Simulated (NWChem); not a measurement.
C2H6Al cation; SMILES [CH3][Al+][CH3]

```xyz
9

Al     0.0000     0.0000     0.0000
C      0.0000     0.0000     1.9262
H     -0.9294     0.4397     2.3084
H      0.8455     0.5850     2.3084
H      0.0839    -1.0247     2.3084
C      0.0000     0.0000    -1.9262
H     -0.8455    -0.5850    -2.3084
H      0.9294    -0.4397    -2.3084
H     -0.0839     1.0247    -2.3084
```
Atoms are numbered in this order, from 1.

Results from NWChem. The geometry was optimised at B3LYP/6-31G* (spherical d). B3LYP is NWChem's, with the RPA form of VWN correlation. Atomic charges in e: unrestrained fits to the electrostatic potential beside Mulliken populations; buried atoms are poorly determined by the fit.

Task: Estimate the computed values for B3LYP/def2-SVP. Quantities: ESP Al1; Mulliken Al1; ESP C2; Mulliken C2; ESP C6; Mulliken C6; relative RMS misfit of the potential (%).

Result: 
- ESP Al1: 1.07
- Mulliken Al1: 0.93
- ESP C2: -0.57
- Mulliken C2: -0.34
- ESP C6: -0.56
- Mulliken C6: -0.34
- relative RMS misfit of the potential (%): 2
